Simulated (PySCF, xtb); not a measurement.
C4H7Cl, SMILES ClC1CCC1.

Harmonic wavenumbers (cm⁻¹) from xtb 6.7.1 with GFN2-xTB at its own minimum, in rising order: 95, 285, 341, 560, 761, 809, 833, 982, 987, 1027, 1073, 1074, 1107, 1179, 1184, 1218, 1226, 1242, 1254, 1265, 1462, 1464, 1487, 2969, 3010, 3017, 3023, 3030, 3030, 3036.

What does r2SCAN-D4/def2-SVP in PySCF give at its own minimum? (The exact figures need the calculation; the answer reports its results.)

164, 284, 373, 526, 720, 783, 847, 921, 926, 948, 1040, 1055, 1111, 1177, 1218, 1232, 1241, 1254, 1281, 1292, 1441, 1453, 1479, 3063, 3065, 3069, 3099, 3127, 3138, 3145. Paired by order, the mean absolute difference is 41 cm⁻¹ and the zero-point energies are 62.9 and 63.6 kcal/mol.
